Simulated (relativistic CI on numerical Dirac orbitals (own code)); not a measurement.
# Hyperfine structure of Ca¹⁰⁺, mass number 43

Calculated at this level of theory: Dirac-Coulomb-Breit CI, separate exchange-only KLI orbitals for each configuration, a model potential for QED, unscaled Slater integrals (own radial code, finite nucleus).

Configuration list (outside the closed core 1s2): 2s²2p⁶, 2s²2p⁵3s, 2s²2p⁵3p, 2s²2p⁵3d, 2s2p⁶3s, 2s2p⁶3p, 2s²2p⁵4s, 2s²2p⁵4p, 2s2p⁶3d, 2s²2p⁵4d, 2s²2p⁵4f, 2s²2p⁴3s², 2s²2p⁴3s3p, 2s2p⁶4s, 2s2p⁶4p, 2s²2p⁴3p². Levels of other configurations are missing.

Nuclear spin I = 7/2, μ = -1.31733 μN, Q = -0.0408 b (tables of Stone and Pyykkö). The electronic factors are computed for point nuclear moments, without core polarisation or the Bohr-Weisskopf and QED corrections.

| Level | E (eV) | A (MHz) | B (MHz) |
| --- | --- | --- | --- |
| 2s²2p⁵3s ³P°2 | 346.501 | -6249 | 759 |
| 2s²2p⁵3s ³P°1 | 347.647 | -2347 | 28.8 |
| 2s²2p⁵3s ¹P°1 | 351.253 | -15620 | 350 |
| 2s²2p⁵3p ³D2 | 368.428 | -3849 | 695 |
| 2s²2p⁵3p ³D3 | 368.441 | -2265 | 614 |
| 2s²2p⁵3p ³P2 | 370.347 | -2335 | 104 |
| 2s²2p⁵3p ³D1 | 372.046 | -9781 | -212 |
| 2s²2p⁵3p ³P1 | 373.255 | 1972 | -73.5 |

Levels with J = 0, under 50 % of one LS term, or S terms without an open s electron are left out. Small factors come from cancelling terms and can be off by tens of per cent or more.

At this charge energies of transitions that change n are usually good to better than 1 %, and those within a shell (Δn = 0) to a few per cent.

(1) Give the hyperfine levels of 2s²2p⁵3s ³P°2 relative to its centre of gravity.

## Answers

(1) With K = F(F + 1) − I(I + 1) − J(J + 1), E = AK/2 + B[¾K(K + 1) − I(I + 1)J(J + 1)]/[2I(2I − 1)J(2J − 1)]: F = 3/2: 56650, F = 5/2: 40690, F = 7/2: 18530, F = 9/2: -9631, F = 11/2: -43550 MHz.

LS names give the leading component of a level, which can be under half, so a name can repeat, a term be missing and a line seem to break the LS rules.
